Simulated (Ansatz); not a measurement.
Relaxation of Cl₃H₅NOSTa (12 atoms, charge 0, multiplicity 1), to a largest force component of 0.03 eV/Å in at most 50 steps.

Level of theory: RHF/def2-SVP in Ansatz.

```xyz
12
Properties=species:S:1:pos:R:3
Ta -0.086 -0.262 -0.085
Cl 2.326 -0.632 -0.229
Cl 0.201 0.073 2.251
Cl -0.242 -0.693 -2.410
O -1.263 1.163 -0.170
H -1.576 2.047 -0.063
N -1.036 -1.912 0.280
H -1.293 -2.218 1.202
H -1.401 -2.514 -0.436
S 1.740 2.782 -1.129
H 1.527 2.454 -2.403
H 2.695 1.821 -0.932
```

Task: Where does it end, and by what steps?

Result: It converged. After 41 steps the energy has fallen by 0.281 eV; H12 moved furthest, 2.19 Å.

```
step  energy less start (eV)  largest force component (eV/Å)  accepted
   0                  0.0000                           0.848       yes
   2                 -0.0931                           0.524       yes
   4                 -0.1158                           0.858       yes
   6                 -0.1486                           0.225       yes
   8                 -0.1538                           0.893       yes
  10                 -0.1705                           0.161       yes
  12                 -0.1853                           0.441       yes
  14                 -0.1995                           0.091       yes
  16                 -0.1985                           0.308        no
  18                 -0.2146                           0.062       yes
  20                 -0.2280                           0.280       yes
  22                 -0.2213                           0.861        no
  24                 -0.2466                           0.289       yes
  26                 -0.2631                           0.214       yes
  28                 -0.2694                           0.343       yes
  30                 -0.2752                           0.066       yes
  32                 -0.2781                           0.071       yes
  34                 -0.2791                           0.114       yes
  36                 -0.2799                           0.060       yes
  38                 -0.2803                           0.048       yes
  40                 -0.2805                           0.033       yes
  41                 -0.2805                           0.013       yes
```

```xyz
12
Properties=species:S:1:pos:R:3
Ta 0.327 -0.880 0.428
Cl 2.184 -2.258 0.792
Cl -0.323 -0.981 2.703
Cl 0.659 -0.958 -1.947
O 0.594 0.944 0.432
H 0.500 1.793 0.009
N -1.447 -1.608 0.019
H -2.133 -1.834 0.717
H -1.783 -1.783 -0.910
S 0.560 3.501 -1.818
H 0.566 2.524 -2.729
H 1.887 3.651 -1.822
```

Whether the end is a true minimum wasn't checked by a vibrational analysis.

The run took 2.1 min on 4 threads of Arm Neoverse V1, on a shared host, peak memory 0.52 GiB.
